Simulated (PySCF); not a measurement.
An unknown shows these calculated signals:

1H NMR (600 MHz, computed): δ 7.33 (m, 1H), 5.45 (m, 1H), 5.43 (m, 1H), 3.30 (m, 1H), 2.34 (s, 1H), 1.39 (d, 3H).

13C{1H} NMR (computed): δ 169.3 (CH), 157.1 (C), 87.1 (C), 84.0 (CH), 65.5 (C), 57.5 (CH), 19.3 (CH3).

Theory: structure optimised with GFN2-xTB, PBE0/pcSseg-1 with gauge-including orbitals, in PySCF (non-relativistic Hamiltonian, no solvent, single conformer, rapidly exchanging positions averaged).

Chemical shifts δ = σref − σ; 1H, 13C against TMS, all at this level.

Question: Which of these does the molecule contain: a carboxylic acid, a Si–CH3 group, an amide, a C≡C triple bond, a non-aromatic C=C double bond, a Si–H bond?

Answer: 
- A carboxylic acid: no.
- A Si–CH3 group: no.
- An amide: no.
- A C≡C triple bond: yes (δC 84.0, 87.1; δH 2.34 (s)).
- A non-aromatic C=C double bond: yes.
- A Si–H bond: yes (δH 5.43 (m), 5.45 (m)).

The data belong to `C#C[C@@]1(Cl)C([SiH2]F)=C[C@@H]1C`, C7H8ClFSi; they needn't prove each group on their own.

Carbon signals by region: 1 in the far downfield region (above 160 ppm), 1 in the sp2 and nitrile region (100–160 ppm), 4 at 50–100 ppm, 1 below 50 ppm. Above 160 ppm: 169.3, alkene CH.

Carbons that carry Cl, above all several Cl atoms, come out too deshielded, partly because spin–orbit coupling is missing. Splittings by 19F in the carbon and heteronuclear signals aren't shown, as no couplings were computed. Shifts are as computed. Against solution values, carbons near 30 ppm lie about +3 ppm off and those near 130 ppm about +5 ppm; carbons on Cl a further +6 ppm. Of 1309 compounds with measured shifts, 239 miss one by over three times the rms of a fit or turn the order of signals round; such compounds aren't used in these exercises. Multiplicities follow the n + 1 count of equivalent neighbours, as no J values were calculated; m marks all less simple cases, F and P coupling included.
